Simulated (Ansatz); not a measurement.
```xyz
18

C     1.4450   -0.0245    0.2686
C     0.6880    1.2341   -0.2323
C    -0.7001    1.2392    0.1933
C    -1.4808    0.0209   -0.2661
C    -0.6868   -1.2389    0.2404
C     0.7727   -1.2426   -0.2404
H     1.4928    0.0012    1.2949
H     2.4860   -0.0440   -0.1689
H     0.7429    1.3327   -1.2861
H     1.2565    2.1587    0.0978
H    -1.2217    2.1853   -0.1820
H    -0.7224    1.3135    1.3044
H    -1.5184    0.0463   -1.3141
H    -2.5191    0.0314    0.1775
H    -1.2747   -2.1199   -0.1373
H    -0.7584   -1.3115    1.3787
H     1.2161   -2.1247    0.1616
H     0.8000   -1.3578   -1.3332
```

Basis set: 6-31G* (spherical functions). Correlated methods keep 6 orbitals frozen. Charge 0, multiplicity 1.

Computed with Ansatz (development build ahead of 0.2.0); each method stands on the lowest determinant of its kind that the runs found. Restricted open shells among the atoms or ions are ROHF, correlated in semicanonical orbitals with singles.

Q: Give the atomization energy at this shape (free ground-state atoms in the same class of orbitals less the molecule, no zero-point energy) of singlet C₆H₁₂ by RHF-MP2, RHF.

A:

| method | atomization energy |
| --- | --- |
| RHF-MP2 | 1627.88 kcal/mol |
| RHF | 1342.89 kcal/mol |

Caution: the shape is not the minimum.
